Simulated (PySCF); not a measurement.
**Dipole response of Sc (scandium, neutral)**

[Ar] 3d1 4s2, 2D determinant. Calculation: PySCF 2.14, in aug-cc-pVDZ (7s6p4d2f, 59 functions); the non-relativistic Hamiltonian (point nucleus). Coupled (time-dependent) response in atomic units; α is the mean over directions. A double-zeta set is small for polarisabilities.

| method | mean α (bohr³) | α xx, yy, zz | C₆ (like pair) | S(−4) |
| --- | --- | --- | --- | --- |
| M06 | 98.50 | 96.87, 96.87, 101.8 | 1035 | 5547 |

S(−4) is the Cauchy moment in α(ω) = α(0) + S(−4) ω² + …

Reference α: 97 ± 10 bohr³ (recommended; Schwerdtfeger and Nagle, table of static dipole polarizabilities (2023 update)). Published C₆: 1383 (Chu and Dalgarno (2004); Tang, Norbeck and Certain (1976)).

α(iu) at M06:

| u (hartree) | α(iu) (bohr³) |
| --- | --- |
| 0 | 98.50 |
| 0.0500 | 86.47 |
| 0.100 | 63.97 |
| 0.200 | 32.97 |
| 0.300 | 19.42 |
| 0.500 | 9.559 |
| 0.750 | 5.543 |
| 1.00 | 3.794 |
| 1.50 | 2.176 |
| 2.00 | 1.416 |
| 3.00 | 0.7277 |
| 5.00 | 0.2912 |

A single London oscillator, α(iu) = α/(1 + u²/ω²), gives C₆ = (3/4) ω α². Matching the computed C₆ needs ω = 4 × 1035 / (3 × 98.50²) = 0.142 hartree.

The components differ because the open shell of this determinant is not spherical; for a pure term their mean is the scalar polarisability.
